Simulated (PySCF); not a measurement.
C₅H₁₂AlFO, SMILES [CH3][Al]([F])[O]C(C)(C)C. Geometry optimised at B3LYP-D3(BJ)/def2-SVP. The values are those of a single conformer.

Computed equilibrium geometry at B3LYP-D3(BJ)/def2-SVP (PySCF confirms it by a frequency run) as a Z-matrix, and its point group (one conformer of several):
point group Cs.
```
O
C 1 1.4243
C 2 1.5305 1 106.95
H 3 1.1006 2 110.06 1 -59.49
H 3 1.1006 4 108.05 2 -120.20
H 3 1.1011 4 108.65 5 -117.71
C 2 1.5343 1 108.96 3 -119.74
H 7 1.1012 2 111.41 1 178.00
H 7 1.1013 8 108.25 2 121.16
H 7 1.1017 8 108.12 9 117.49
C 2 1.5343 1 108.96 3 119.74
H 11 1.1012 2 111.41 1 -178.00
H 11 1.1013 12 108.25 2 -121.16
H 11 1.1017 12 108.12 13 -117.49
Al 1 1.6953 2 135.55 3 180.00
F 15 1.6741 1 117.62 2 0.00
C 15 1.9352 16 120.61 14 -153.36
H 17 1.1009 15 111.52 16 180.00
H 17 1.1030 18 108.23 15 -122.32
H 17 1.1030 18 108.23 19 -115.37
```
Charge 0, spin multiplicity 1.
